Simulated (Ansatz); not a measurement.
Geometry optimisation, RKS PBE0-D4/def2-SVP in Ansatz 0.2.0.

input.yaml

```yaml
crystal:
  periodic: [false, false, false]
  atoms:
    - { symbol: Ta, position_ang: [0.0, 0.0, 0.0] }
    - { symbol: "N", position_ang: [2.16, 0.0, 0.0] }
    - { symbol: H, position_ang: [2.69, -0.5118, 0.762] }
    - { symbol: H, position_ang: [2.69, 0.5118, -0.762] }
    - { symbol: F, position_ang: [0.0, 0.0, 1.93] }
    - { symbol: F, position_ang: [0.0, 0.0, -1.93] }
    - { symbol: F, position_ang: [-0.965, 1.6714, 0.0] }
    - { symbol: F, position_ang: [-0.965, -1.6714, 0.0] }
basis:
  gaussian: { orbitals: def2-SVP }
hamiltonian:
  xc: pbe0
  dispersion: d4
relax:
  f_tol: 0.02
  max_steps: 40
```

Command:

```bash
$ ansatz run input.yaml --threads 4 --pin off --max-ram 5120MiB --backend cpu --events-out ev --progress --plain --runs-dir out
```

Task: Where does it end, and by what steps?

Result: The forces met the threshold. After 7 steps the energy has fallen by 0.936 eV; H3 moved furthest, 0.49 Å.

| step | energy less start (eV) | largest force component (eV/Å) | accepted |
| --- | --- | --- | --- |
| 0 | 0.0000 | 2.800 | yes |
| 1 | -0.6816 | 3.299 | yes |
| 2 | -0.8777 | 0.837 | yes |
| 3 | -0.8973 | 0.851 | yes |
| 4 | -0.9235 | 0.362 | yes |
| 5 | -0.9334 | 0.153 | yes |
| 6 | -0.9355 | 0.025 | yes |
| 7 | -0.9356 | 0.007 | yes |

```xyz
8
Properties=species:S:1:pos:R:3
Ta 0.021 0.000 0.000
N 1.969 0.000 0.000
H 2.532 -0.053 0.845
H 2.532 0.053 -0.845
F 0.134 -0.118 1.879
F 0.134 0.118 -1.879
F -0.856 1.651 0.103
F -0.856 -1.651 -0.103
```

Whether the end is a true minimum wasn't checked by a vibrational analysis.

Time of the run: 21 s on 4 threads of Arm Neoverse V1, on a shared host, peak memory 0.27 GiB.
